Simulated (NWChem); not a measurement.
Species: SbH₃O₃; SMILES [OH][Sb]([OH])[OH]

All runs: NWChem. All runs use the structure optimised with PBE0/def2-SVP. No frequency run checked for a minimum. def2 effective core potentials on Sb; no spin-orbit coupling. One conformer.

Diagonal of the polarisability tensor at PBE0/def2-SVPD, static: 53.71, 55.02, 49.96 bohr³.

### Question
Find the mean polarisability volume, the molar refraction, and the refractive index that an ideal gas of it would have at 273.15 K and 1 atm.

### Answer

1. Mean: one third of the trace = 52.90 bohr³ × 0.14818 Å³/bohr³ = 7.84 Å³.
2. Molar refraction (Lorentz-Lorenz): (4π/3) N_A α = 19.8 cm³/mol.
3. Number density p/kT = 2.687 × 10⁻⁵ Å⁻³; n − 1 = 2π N α = 13.23 × 10⁻⁴.
4. These hold the electronic response alone: vibrational and orientational terms add to the static dielectric constant.
